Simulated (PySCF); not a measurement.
# How the method changes the constants of MgZn

State: ¹Σ⁺ (singlet), closed shell. Set-up: basis Mg def2-SVPD, Zn def2-SVPD; no relativity; PySCF 2.14. De refers to Mg + Zn in their ground configurations, without counterpoise correction. A positive dipole means Mg(−)Zn(+). Levels whose curve was spin-contaminated or gave no clean fit are not listed.

```csv
Level,Re (Å),ωe (cm⁻¹),De (eV),μ (D),"CPU s a point (SCF and correlation, without the integrals)"
RHF-MP2,3.588,56.7,0.092,n/a,0.2
RHF-CCSD(T),3.703,47.5,0.066,n/a,9.2
LDA,2.982,129,0.378,0.01,0.61
PBE,3.119,111,0.255,0.16,0.99
revPBE,3.186,102,0.189,0.22,0.7
r²SCAN,3.087,116,0.248,0.12,1.4
PBE0,3.253,93.3,0.177,0.16,1.9
M06-2X,3.611,63.9,0.084,0.08,1.4
CAM-B3LYP,3.494,62.3,0.067,0.08,1.6
```

The bond length runs from 2.982 Å (LDA) to 3.703 Å (RHF-CCSD(T)). De spans 0.07 eV (RHF-CCSD(T), coupled cluster) to 0.38 eV (LDA, local density).

Correlated steps freeze 6 core orbitals. Closed-shell solutions of metal pairs were not tested for spin polarisation, which can lower them a little. The bond is weak. Basis-set superposition, not corrected here, can be much of De in a small basis, most of all at correlated wavefunction levels. Functionals without a dispersion term scatter widely for such bonds, and LDA overbinds them.

The whole job (state search and all levels along the bond) took about 4.3 min on 1 thread of Arm Neoverse N1 (shared host), peak memory 0.77 GiB.
